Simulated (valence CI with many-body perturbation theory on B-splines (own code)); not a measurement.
## Valence orbitals of Tm⁵⁵⁺

Calculated by valence CI with perturbative core correlation (CI+MBPT): four valence electrons over a frozen Dirac-Fock core [Ne], radial functions for each j: 11 s, 11 p, 9 d, 7 f, 5 g, 2 h, 1 i, with the one-electron correlation potential Σ1, the two-electron term Σ2, the three-electron term Σ3, Breit, model QED; selected CI, second order for the rest (own B-spline code, finite nucleus).

No measured spectrum was set against this ion. As an estimate, large intervals hold to a few tenths of a per cent, small ones and those within an open d or f shell to about a per cent.

These are the spectroscopic orbitals of the CI (the correlating ones are not listed), shaped by the core and the other valence electrons. h is the expectation value of the core's Dirac-Fock operator, without the valence repulsion; Σ1 is computed up to l = 3 at one energy for each symmetry, that of its lowest orbital but kept below the first core excitation, so for empty shells it is not the orbital's own correlation shift; Breit and QED include the response of the core.

```csv
Orbital,h (hartree),Σ1 (cm⁻¹),Breit (cm⁻¹),QED (cm⁻¹),⟨r⟩ (bohr)
3s1/2,-221.61,-7175,36665,30342,0.2021
4s1/2,-120.56,-2421,14233,12174,0.3743
5s1/2,-75.6,-1110,6788,5951,0.6016
6s1/2,-51.784,-607,3798,3353,0.8817
3p1/2,-216.31,-9356,61574,1353,0.1903
4p1/2,-118.35,-3088,23929,559,0.3656
5p1/2,-74.491,-1424,11584,281,0.5949
6p1/2,-51.151,-781,6517,160,0.8773
3p3/2,-206.33,-8062,34493,4069,0.2008
4p3/2,-114.27,-2767,13430,1646,0.3796
5p3/2,-72.44,-1297,7134,821,0.6125
6p3/2,-49.979,-718,4032,468,0.8984
3d3/2,-199.96,-10032,28339,-862,0.1721
4d3/2,-111.83,-2827,10245,-276,0.3543
5d3/2,-71.242,-1262,4866,-125,0.5901
3d5/2,-197.63,-8914,13608,408,0.1753
4d5/2,-110.83,-2501,4857,239,0.3583
5d5/2,-70.728,-1118,2370,134,0.5950
4f5/2,-109.52,-2442,1036,-160,0.3124
5f5/2,-70.075,-1185,706,-84.7,0.5511
4f7/2,-109.09,-2318,300,74.5,0.3144
5f7/2,-69.854,-1119,203,35.1,0.5533
5g7/2,-69.724,,23.6,-38.5,0.4866
5g9/2,-69.595,,4.6,29.0,0.4880
```

Among the shells of the start configuration 3s2 3p2, Σ1 is largest in size for 3p1/2, where it is 0.020 % of h.

Lowest root of each symmetry, sizes in configuration state functions:

| J | Parity | Roots | Reference | Variational | Second order | Change by selected CI (cm⁻¹) | Change by second order (cm⁻¹) |
| --- | --- | --- | --- | --- | --- | --- | --- |
| 0 | even | 8 | 39 | 17029 | 34451 | -10964 | 0 |
| 1 | even | 10 | 69 | 38928 | 126106 | -9504 | -4 |
| 2 | even | 15 | 97 | 39996 | 202092 | -10580 | -30 |
| 3 | even | 10 | 70 | 39995 | 214089 | -13074 | -41 |
| 4 | even | 5 | 51 | 39997 | 193819 | -12388 | -32 |
| 5 | even | 2 | 19 | 23191 | 127554 | -12142 | -18 |
| 0 | odd | 3 | 28 | 11540 | 24445 | -9956 | -3 |
| 1 | odd | 8 | 72 | 33866 | 94866 | -11848 | -4 |
| 2 | odd | 9 | 83 | 39999 | 148805 | -9278 | -8 |
| 3 | odd | 5 | 67 | 39997 | 198998 | -14947 | -13 |
| 4 | odd | 2 | 41 | 28661 | 149359 | -13075 | -12 |
